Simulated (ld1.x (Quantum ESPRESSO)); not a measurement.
cobalt (Co): TM semilocal pseudisation with PBE, scalar-relativistic reference atom.

ld1.x (Quantum ESPRESSO) 7.5 input, shortened:

```
&input
   title='Co', zed=27., rel=1, dft='PBE', iswitch=3,
   config='[Ar] 3d7.5 4s1.5 4p0 4f-2'
 /
 &inputp
   pseudotype=1, tm=.true., lloc=2,
   nlcc=.false.
 /
4
3S  1  0   2.00   0.00  1.22  1.22  0.0
3P  2  1   6.00   0.00  1.74  1.74  0.0
4F  4  3  -2.00   0.50  1.62  1.62  0.0
3D  3  2   7.50   0.00  0.98  0.98  0.0
 &test
   configts(1)='3s2 3p6 3d7.5 4s1.5 4p0'
 /
```

Occupied shells without a wave of their own: 4s. They enter only through the test configuration that unscreens the potential.

Calculated quality:

```json
{"Cutoffs needed": "200 Ry and 300 Ry (the cutoffs (Ry, on a coarse ladder) from which the occupation-weighted sum of valence levels, in a spherical-Bessel basis at the reference potential, stays within 10 and 1 mRy of its value at 400 Ry)", "Ghost test": "no extra level below or beside the all-electron valence levels (s, p, f, d tested); the semilocal form is local in each channel, so this says nothing of the separable form that plane-wave codes build from it (spherical-Bessel basis up to 400 Ry, 20 bohr box)", "Largest excitation error": "-4229 meV (all-electron minus pseudo) for 3s2 3p6 3d5 4s0 4p0, out of 7 test configurations"}
```

The potential misses its own reference levels by up to 0.7 eV.

Generation and tests took about 1.8 s on one core of a shared server CPU.
